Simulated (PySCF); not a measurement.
# Ga⁺: ionisation energy

Ga⁺ [Ar] 3d10 4s2 (1S) → Ga²⁺ [Ar] 3d10 4s1 (2S), as a difference of total energies. All numbers are calculated (PySCF 2.14, the spin-free X2C one-electron Hamiltonian (Gaussian nucleus), in x2c-QZVPPall with one added diffuse shell each of s, p, d, f type (12s8p6d5f1g, 110 functions)). Correlated levels: valence: [Ar] 3d10 frozen; valence and next inner shell: [Ne] frozen. The calculations carry no spin-orbit coupling.

```tsv
method	ionisation energy (eV)
UHF	18.750
LDA	21.166
PBE	20.790
PBE0	20.443
r2SCAN	20.525
r2SCANh	20.438
LC-wPBE	20.385
M06-L	20.585
MP2 (valence)	19.494
SCS-MP2 (valence)	19.643
MP2 (valence and next inner shell)	20.375
SCS-MP2 (valence and next inner shell)	20.362
```

Errors of the correlated levels include the incompleteness of this basis and the frozen core.

Which method comes closest to the reference value, and which is furthest?

The reference is 20.515 eV (measured; NIST Atomic Spectra Database, ionization energies). Closest: r2SCAN (error 0.010 eV); furthest: UHF (error -1.765 eV).
